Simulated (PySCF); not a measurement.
HgBr₂, SMILES [Br][Hg][Br].

Geometry: PBE0-D3(BJ)/def2-SVP. The isomer is the one that the SMILES or the coordinates give; other isomers of the formula were not compared. The def2 effective core potentials stand for the cores of Hg; spin–orbit coupling is left out.

Two levels are set side by side: TDA-PBE/def2-SVPD (PySCF) and TDA-CAM-B3LYP/def2-SVPD (PySCF). Vertical, same geometry. The lowest singlet is HOMO→LUMO 100 % with PBE and HOMO−1→LUMO 98 % with the other functional; states are paired by order. Differences are taken from unrounded values.

```
quantity                               TDA-CAM-B3LYP
-------------------------------------  -------------
lowest singlet excitation (eV)                  4.58
lowest triplet excitation (TDA) (eV)            4.14
first bright state (f over 0.05) (eV)           6.38
its oscillator strength                         0.20
```

**Question.** What does TDA-PBE give, and how far is it from TDA-CAM-B3LYP? (An estimate is asked for; the answer gives what the named calculation found.)

**Answer.** 
```tsv
quantity	TDA-PBE	TDA-PBE minus TDA-CAM-B3LYP
lowest singlet excitation (eV)	3.83	-0.75
lowest triplet excitation (TDA) (eV)	3.42	-0.71
first bright state (f over 0.05) (eV)	5.83	-0.55
its oscillator strength	0.06	-0.13
```

Functionals without exact exchange tend to place singlet excitations lower, as here. Differences between two approximate levels are no errors against the true value.

Rough cost on one machine, each run with all the roots and properties that it gave: TDA-CAM-B3LYP against TDA-PBE about 4 times.
